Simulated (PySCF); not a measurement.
A side-by-side comparison of computed properties.

First species: Ge2H10OSi2.
SMILES: `[SiH3]O[SiH2][GeH2][GeH3]`

Second species: trans-Ge(PH3)2F4.
SMILES: `[F][Ge]([F])([F])([F])(<-[PH3])<-[PH3]`

Levels: CAM-B3LYP/def2-SVPD for dipole moment, HOMO energy, LUMO energy, HOMO–LUMO gap, static isotropic polarisability and electronic spatial extent ⟨r²⟩ about the centre of nuclear charge; TDDFT CAM-B3LYP/def2-SVPD for lowest singlet excitation; TDA CAM-B3LYP/def2-SVPD for lowest triplet excitation (Tamm–Dancoff); PBE0-D3(BJ)/def2-SVP for rotational constant A and rotational constant C. Geometries: PBE0-D3(BJ)/def2-SVP. Each structure is a single optimised conformer of the isolated species, non-relativistic unless stated; the electronic structure was computed with PySCF and density fitting.

The conformers computed, where there is a choice (atom-mapped SMILES and torsion angles):
- `[SiH3:1][O:2][SiH2:3][GeH2:4][GeH3:5]`: Si1–O2–Si3–Ge4 -5°, O2–Si3–Ge4–Ge5 60°

Values for the first species:

```
Dipole moment                                                     : 0.23 D
HOMO energy                                                       : -8.87 eV
LUMO energy                                                       : 0.34 eV
HOMO–LUMO gap                                                     : 9.21 eV
Lowest singlet excitation                                         : 6.16 eV
Lowest triplet excitation (Tamm–Dancoff)                          : 5.59 eV
Static isotropic polarisability                                   : 125.1 au
Electronic spatial extent ⟨r²⟩ about the centre of nuclear charge : 2003 bohr²
Rotational constant A                                             : 1.450 GHz
Rotational constant C                                             : 0.541 GHz
```

Estimate the same properties for the second species, and the change in each.

```tsv
property	first	second	second less first
dipole moment	0.23 D	0.13 D	-0.10 D
HOMO energy	-8.87 eV	-10.29 eV	-1.42 eV
LUMO energy	0.34 eV	0.33 eV	-0.01 eV
HOMO–LUMO gap	9.21 eV	10.62 eV	+1.41 eV
lowest singlet excitation	6.16 eV	7.58 eV	+1.42 eV
lowest triplet excitation (Tamm–Dancoff)	5.59 eV	6.84 eV	+1.25 eV
static isotropic polarisability	125.1 au	85.8 au	-39.3 au
electronic spatial extent ⟨r²⟩ about the centre of nuclear charge	2003 bohr²	1435 bohr²	-568 bohr²
rotational constant A	1.450 GHz	2.035 GHz	+0.585 GHz
rotational constant C	0.541 GHz	0.902 GHz	+0.361 GHz
```

On the first: S1 lies 3.05 eV below the HOMO–LUMO gap; its leading configuration is HOMO→LUMO, weight 0.81. The calculation is non-relativistic and has no spin–orbit coupling, an omission that weighs most on germanium.

On the second: No computed singlet falls in the visible range (750 to 380 nm, 1.65 to 3.26 eV); S1 lies 4.32 eV above its blue end. The vertical singlet–triplet gap S1 − T1 is 0.74 eV (TDDFT singlet less Tamm–Dancoff triplet; S1: HOMO→LUMO, weight 0.88; T1: HOMO→LUMO, weight 0.67). The calculation is non-relativistic and has no spin–orbit coupling, an omission that weighs most on germanium.
